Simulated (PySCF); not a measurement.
C4H4Se, SMILES [se]1cccc1.

Coordinates come from a r2SCAN-D4/def2-SVP optimisation.

All values below come from PBE0/def2-TZVP run with PySCF.

Symmetry labels are those of the subgroup C2v that the program uses (full group C2v).

Question: List the valence orbital energies around the gap with their symmetry. (An estimate is asked for; the answer gives what the named calculation found.)

Answer: 
```
orbital  symmetry  energy (eV)
-------  --------  -----------
HOMO−7         A1       -14.25
HOMO−6         B2       -11.53
HOMO−5         A1       -11.12
HOMO−4         B1       -10.39
HOMO−3         B2       -10.30
HOMO−2         A1        -9.33
HOMO−1         B1        -6.93
HOMO           A2        -6.83
LUMO           B1        -0.64
LUMO+1         B2         0.28
LUMO+2         A2         1.49
LUMO+3         A1         1.74
```
